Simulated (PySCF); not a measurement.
**Two-component Hartree-Fock for I¹⁸⁺ (iodine, charge +18)**

Start: [Ar] 3d10 4s2 4p5; 4p1/2 filled at m_j = +1/2; 4p3/2 filled at m_j = -3/2, -1/2, +1/2, +3/2. Calculated with PySCF 2.14 in an even-tempered Gaussian basis (18 s from 1 bohr⁻², ratio 2.8; 14 p from 1.4 bohr⁻², ratio 2.8; 9 d from 2.4 bohr⁻², ratio 2.8; 4 f from 8.6 bohr⁻², ratio 3): generalised Hartree-Fock with the X2C-1e Hamiltonian and a Gaussian nucleus; one run each with spin-orbit coupling (SO) screened by Boettger's factors, then bare. This is a chosen level, not necessarily the ground level.

```csv
spinor shell,electrons,"ε, screened SO (eV)","ε, bare SO (eV)",weight of nominal j (bare SO),"rms radius, bare SO (bohr)"
1s1/2,2,-33811.6,-33811.4,1.000,0.0311
2s1/2,2,-5726.8,-5726.7,1.000,0.127
2p1/2,2,-5391.0,-5400.0,1.000,0.109
2p3/2,4,-5089.9,-5086.3,1.000,0.115
3s1/2,2,-1557.6,-1557.6,1.000,0.333
3p1/2,2,-1417.5,-1419.3,1.000,0.324
3d3/2,4,-1116.5,-1118.2,1.000,0.306
3d5/2,6,-1104.4,-1103.3,1.000,0.310
4s1/2,2,-607.39,-607.39,0.999,0.721
4p1/2,1,-552.94,-553.39,1.000,0.742
4p3/2,4,-535.64,-535.47,1.000,0.765
```

**Question.** Where does 3p3/2 lie, and what is the 3p spin-orbit splitting (bare SO)?

**Answer.** At -1358.6 eV, 60.713 eV above 3p1/2.

| quantity | screened SO | bare SO |
| --- | --- | --- |
| E (hartree) | -6984.69728 | -6984.87095 |
| M_J | 1/2 | 1/2 |
| ⟨J²⟩ | 0.753 | 0.753 |
| ⟨L²⟩ | 2.023 | 2.025 |
| ⟨S²⟩ | 0.768 | 0.769 |

Each row is a mean over spinors that exchange with the open shell spreads, by up to 3.575 eV (3p1/2).

Breit and QED terms are absent; they matter most for the inner s and p1/2 levels.

Densities and radii are taken from the X2C orbitals without a picture-change correction, which distorts them close to the nucleus.
